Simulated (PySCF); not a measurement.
Method: PBE-D3(BJ)/def2-TZVP // B3LYP-D3(BJ)/def2-TZVP (PySCF). Gas-phase values, no solvent. Excitations are Tamm–Dancoff values on a coarser integration grid. The basis has no diffuse functions, so Rydberg states are missing or too high.

Reference species (SMILES): `FB(Br)Br` (neutral, multiplicity 1).

```json
{
  "S1–T1 gap (TDA)": "0.16 eV",
  "T1 excitation (TDA)": "4.92 eV",
  "LUMO": "-2.31 eV"
}
```

After one change: the S1–T1 gap (TDA) hardly moves; the T1 excitation (TDA) falls by 0.94 eV; the LUMO drops by 0.65 eV.

Problem. Name the change that produced these shifts. The new species is one of these.
A) `FB(F)F`
B) `BrB(Br)Br`
C) `FB(F)Br`

Solution. B, `BrB(Br)Br`
